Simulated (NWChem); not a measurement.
# C₃H₂IN; SMILES N#C/C=C\I

def2 effective core potentials on I; no spin-orbit coupling.

Q: Give the equilibrium geometry at PBE-D3(BJ)/def2-SVP with def2 effective core potentials on I (NWChem) as a Z-matrix, with the point group.

A: point group Cs; any orientation.
```
C
C 1 1.3547
H 2 1.1000 1 121.04
H 1 1.1046 2 117.89 3 0.00
C 1 1.4241 4 116.40 2 180.00
N 5 1.1751 4 150.96 1 180.00
I 2 2.0870 3 113.84 1 180.00
```
